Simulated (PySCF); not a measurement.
NbO, neutral, multiplicity 4. Atoms are numbered in the order given.

```xyz
2

Nb     0.0000     0.0000    -0.2736
O      0.0000     0.0000     1.4021
```
Charge 0, spin multiplicity 4.

Coordinates come from a PBE0-D3(BJ)/def2-TZVPD optimisation. The multiplicity is an assumed one; other spin states were not compared. The def2 effective core potentials stand for the cores of Nb; spin–orbit coupling is left out.

Computed with PBE/def2-TZVPD (PySCF).

Isolated molecule, no solvent.

```json
{
  "total_energy": "-132.15383 hartree",
  "point_group": "C∞v",
  "α spin, highest occupied and lowest empty level": "-4.14 and -2.68 eV",
  "β spin, highest occupied and lowest empty level": "-8.36 and -2.78 eV",
  "dipole_moment": "3.32 D",
  "mean_static_polarisability": "77.7 bohr³ (11.51 Å³)",
  "polarisability_principal_values": "68.8, 82.2, 82.2 bohr³",
  "⟨S²⟩": "3.769 (pure state 3.75)"
}
```
